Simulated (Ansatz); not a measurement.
P$_{2}$, charge -1, doublet, geometry from GFN2-xTB (a state made from the parent by changing its charge; the spin is typed, not shown lowest) (a gas-phase anion, which may not be bound at this level). Base run: CCSD/cc-pVDZ in Ansatz (an electronic-structure program).

Ansatz was given this input:
Ansatz 0.2 input:
```yaml
crystal:
  periodic: [false, false, false]
  atoms:
    - {symbol: P, position_ang: [-0.00000000, -0.00000000, -0.99122351]}
    - {symbol: P, position_ang: [0.00000000, 0.00000000, 0.99122351]}
basis:
  gaussian:
    orbitals: cc-pVDZ
total_charge: -1
magnetization: {spin_polarized: true, initial_magnetization: 1}
correlation: {method: ccsd}
```

Variants of this job, named by their change:

```csv
change,ΔE vs base (kcal/mol),MP2 correlation (Eh),CC correlation without the perturbative part (Eh),basis functions
base,0.000,-0.21991,-0.24068,36
method = ccsd_t,-7.61,-0.21991,-0.24068,36
electrons = outside_noble_gas,0.000,-0.21991,-0.24068,36
method = rpa,6.87,-,-,36
reference functional = pbe0,2.05,-,-0.24579,36
lower_state_search = off,0.000,-0.21991,-0.24068,36
electrons = all,-7.45,-0.23326,-0.25255,36
method = bccd,0.451,-0.19767,-0.23530,36
method = bccd_t,-7.61,-0.19767,-0.23530,36
diis_vectors = 4,0.000,-0.21991,-0.24068,36
```

A gas-phase anion may not be bound at this level; its values then depend on the basis.
